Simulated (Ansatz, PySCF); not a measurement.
Molecule: sum formula LiNH₃F (charge 0, singlet). 
Structure (B3LYP-D3(BJ)/def2-TZVP (Ansatz, a first-principles code) minimum search):
```xyz
6

N      0.0070    -0.0022    -1.7162
H      0.8171    -0.4835    -2.0954
H     -0.8121    -0.4625    -2.1021
H      0.0207     0.9380    -2.1004
Li    -0.0014     0.0004     0.3327
F     -0.0078     0.0024     1.9236
```

Dipole moments at this geometry, in debye (magnitudes).

```tsv
level	program	dipole (D)
SVWN5/def2-TZVPD	Ansatz	8.76
BLYP/def2-TZVPD	Ansatz	8.70
revPBE/def2-TZVPD	Ansatz	?
TPSS/def2-TZVPD	PySCF	8.75
M06-L/def2-TZVPD	PySCF	8.78
r2SCAN/def2-TZVPD	PySCF	8.82
B3LYP/def2-TZVPD	Ansatz	8.83
r2SCANh/def2-TZVPD	Ansatz	8.86
PW6B95/def2-TZVPD	PySCF	8.85
HSE06/def2-TZVPD	Ansatz	8.85
wB97M-V/def2-TZVPD	Ansatz	8.86
wB97X-V/def2-TZVPD	Ansatz	8.89
CCSD(T)/def2-SVPD	Ansatz	?
```

Question: What belongs in the gaps?

Answer: 
- revPBE/def2-TZVPD, dipole (D): 8.71
- CCSD(T)/def2-SVPD, dipole (D): 8.96
